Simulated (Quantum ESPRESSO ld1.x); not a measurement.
Excited configurations of neutral gadolinium: one electron is placed in a higher orbital outside [Xe] 4f7 5d1 6s1. The ground configuration is [Xe] 4f7 5d1 6s2. Calculated with ld1.x of Quantum ESPRESSO 7.5: scalar-relativistic Kohn-Sham, LDA (Slater exchange, VWN5 correlation), spin-polarised, spherical densities, point nucleus; open shells are filled with parallel spins first. Excitation = E - E(ground); binding = E(ion) - E, where the ion is the core of charge +1; n* = 1/sqrt(2 binding) in atomic units, and the quantum defect is n - n*.

[
 {"outer orbital": "5f", "excitation (eV)": "5.289", "binding (eV)": "0.958", "n*": "3.768", "quantum defect": "1.232"},
 {"outer orbital": "6p", "excitation (eV)": "2.051", "binding (eV)": "4.196", "n*": "1.801", "quantum defect": "4.199"},
 {"outer orbital": "6d", "excitation (eV)": "4.624", "binding (eV)": "1.623", "n*": "2.895", "quantum defect": "3.105"},
 {"outer orbital": "6f", "excitation (eV)": "5.577", "binding (eV)": "0.671", "n*": "4.504", "quantum defect": "1.496"},
 {"outer orbital": "7p", "excitation (eV)": "4.540", "binding (eV)": "1.707", "n*": "2.823", "quantum defect": "4.177"},
 {"outer orbital": "7d", "excitation (eV)": "5.258", "binding (eV)": "0.989", "n*": "3.709", "quantum defect": "3.291"}
]

The Delta-SCF ionisation energy is 6.247 eV (NIST Atomic Spectra Database: 6.150 eV, measured). Self-interaction in the functional shifts the binding energies and quantum defects, so they are the method's values and not measured ones. Open shells are spherical and high-spin; term and fine-structure splittings are not resolved. Spin-orbit splitting is averaged out at the scalar-relativistic level.
